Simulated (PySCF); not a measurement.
Zero-point energy (kcal/mol) of eight silicon and germanium compounds: PBE-D3(BJ) beside PBE0-D3(BJ), computed with PySCF for isolated molecules in the bases named; differences from unrounded values. The eight are the first of their class met in an unordered collection, after screening for sound electronic states; none was chosen by its value. Each level has its own optimised geometry.

| molecule | basis | PBE0-D3(BJ) |
|---|---|---|
| C3H6F2Si, SMILES F[SiH2][C@@H]1C[C@@H]1F | def2-SVP | 53.14 |
| C₂H₁₂Si₄, SMILES C1[SiH2][SiH2]C[SiH]1[SiH3] | def2-SVP | 76.73 |
| C3H12Si3, SMILES C=CC([SiH3])([SiH3])[SiH3] | def2-SVP | 78.76 |
| CH10O2Si3, SMILES OC[Si](O)([SiH3])[SiH3] | def2-SVP | 67.20 |
| CH12N2Si3, SMILES C[Si](N)(N)[SiH2][SiH3] | def2-SVP | 82.45 |
| C3H12Si3, SMILES [SiH3]C[C@H]1C[SiH2][SiH2]1 | def2-SVP | 82.50 |
| CH8FNSi2, SMILES N[SiH2][SiH2]CF | def2-SVP | 56.69 |
| C3H6FNSi, SMILES F[SiH2]N1C=CC1 | def2-SVP | 54.15 |

Estimate the PBE-D3(BJ) values and say how PBE-D3(BJ) differs from PBE0-D3(BJ) over the set. (Estimate from the structure and the level; the computed values follow.)


```tsv
molecule	PBE-D3(BJ)	difference
C3H6F2Si, SMILES F[SiH2][C@@H]1C[C@@H]1F	51.22	-1.93
C₂H₁₂Si₄, SMILES C1[SiH2][SiH2]C[SiH]1[SiH3]	74.29	-2.44
C3H12Si3, SMILES C=CC([SiH3])([SiH3])[SiH3]	76.18	-2.58
CH10O2Si3, SMILES OC[Si](O)([SiH3])[SiH3]	64.82	-2.37
CH12N2Si3, SMILES C[Si](N)(N)[SiH2][SiH3]	79.91	-2.54
C3H12Si3, SMILES [SiH3]C[C@H]1C[SiH2][SiH2]1	79.79	-2.70
CH8FNSi2, SMILES N[SiH2][SiH2]CF	54.85	-1.84
C3H6FNSi, SMILES F[SiH2]N1C=CC1	52.18	-1.97
```
PBE-D3(BJ) lies below PBE0-D3(BJ) in 8 and above it in 0 of the eight; the mean signed difference is -2.30 and the largest -2.70 kcal/mol.
